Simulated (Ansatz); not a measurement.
Two isomers of C2H5BO: A = `B1CCO1`, B = `CC1BO1`.

Calculated with Ansatz (gas phase, PBE0-D4/def2-TZVP geometries, no zero-point term in ΔE). CCSD(T)/CBS adds triple-zeta CCSD(T) − MP2 to the extrapolated MP2 energy (def2 sets, frozen cores). Functionals use def2-TZVPP. B3LYP here is the variant with VWN-RPA as its local correlation; programs differ in this.

(1) Which is lower in electronic energy at CCSD(T)/CBS, and by how much? (Estimate.)

(2) Give E(B) − E(A) in kcal/mol with B2PLYP, HF/def2-TZVPP, CCSD(T)/def2-TZVPP, BLYP-D4, MP2/def2-TZVPP, B3LYP-D4, CCSD(T)/def2-SVP. (Estimate.)

(3) Does the order hold for the free energy at 298.15 K (harmonic terms from PBE0-D4)? (An estimate is asked.)

Largest T1 diagnostic: 0.015.

Answers

(1) The calculation gave: A, by 13.5 kcal/mol.

(2) Computed: B2PLYP 12.4, HF/def2-TZVPP 15.4, CCSD(T)/def2-TZVPP 13.7, BLYP-D4 10.5, MP2/def2-TZVPP 13.2, B3LYP-D4 12.2, CCSD(T)/def2-SVP 13.4. None reverses the order clearly.

(3) The calculation gave: Yes: G(B) − G(A) = +12.2 kcal/mol.

Leaving LDA and LC-ωPBE aside and taking each functional with its dispersion term where it has one, the values, not all of them listed here, spread over 4.0 kcal/mol, from BLYP-D4 to PBE-QIDH. LDA lies +2.5 kcal/mol from PBE without D4. In def2-TZVPP, CCSD(T) changes the Hartree–Fock value by −1.7 kcal/mol (the triples alone add −0.5 kcal/mol) and MP2 by −2.3 kcal/mol.
